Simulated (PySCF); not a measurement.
C4H8Si2, SMILES [SiH3]C1=CC=C[SiH2]1. Heavy atoms are numbered as in [SiH3:1][C:2]1=[CH:3][CH:4]=[CH:5][SiH2:6]1. Hydrogens are named by the atom that carries them.

Coordinates come from a r2SCAN-D4/def2-SVP optimisation. The structure was generated by enumeration, and PubChem lists no compound with its InChIKey, so it may never have been made.

Calculation: PySCF with B3LYP/pcSseg-1.

GIAO shieldings, no solvent; atoms alike by connectivity are averaged. δ = σ(ref) − σ: ²⁹Si against TMS (σ = 338.7 ppm); ¹³C against TMS (σ = 181.3 ppm); ¹H against TMS (σ = 31.68 ppm), references at their B3LYP-D3(BJ)/def2-TZVP geometries, non-relativistic.

```tsv
atoms	nucleus	count	δ (ppm)
Si6 (SiH2)	²⁹Si	1	…
Si1 (SiH3)	²⁹Si	1	-71.2
C3 (CH)	¹³C	1	173.3
C4 (CH)	¹³C	1	161.9
C5 (CH)	¹³C	1	…
C2	¹³C	1	…
H on C3	¹H	1	…
H on C4	¹H	1	7.49
H on C5	¹H	1	…
H on Si6	¹H	2	4.90
H on Si1	¹H	3	4.63
```

### Question
What belongs in the gaps? (Estimate from the structure and the level; the computed values follow.)

### Answer

- Si6 (SiH2), δ (ppm): -37.2
- C5 (CH), δ (ppm): 144.8
- H on C3, δ (ppm): 7.82
- C2, δ (ppm): 141.3
- H on C5, δ (ppm): 6.88
